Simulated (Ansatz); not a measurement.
Total energies of NbCl₄ from Ansatz at PBE-QIDH/def2-TZVPD, gas phase (1 Eh = 27.2114 eV = 2625.5 kJ/mol). The reference geometry is relaxed at r2SCAN-D4/def2-SVP.

| state | geometry | energy (Eh) |
| --- | --- | --- |
| charge 0 doublet | reference | -1897.04915 |
| charge -1 triplet | reference | -1897.13826 |
| free Nb atom (sextet) | – | -56.72941 |
| free Cl atom (doublet) | – | -459.91399 |

In the def2 sets Nb takes a core potential; there is no spin–orbit coupling. Correlated methods freeze 20 core orbitals; core or outer-core shells of Nb are correlated, in sets that lack core-valence functions.

Work out the vertical electron affinity, to the triplet.

E(charge 0 doublet) − E(charge -1 triplet) = -1897.04915 − (-1897.13826) = 0.08911 Eh = 2.42 eV.

What is the binding energy per atom against free atoms?

Atoms: 1 × (-56.72941) + 4 × (-459.91399) = -1896.38537 Eh. Binding: -1896.38537 − (-1897.04915) = 0.66378 Eh = 18.06 eV, or 3.61 eV for each of 5 atoms (no zero-point energy, no counterpoise term).
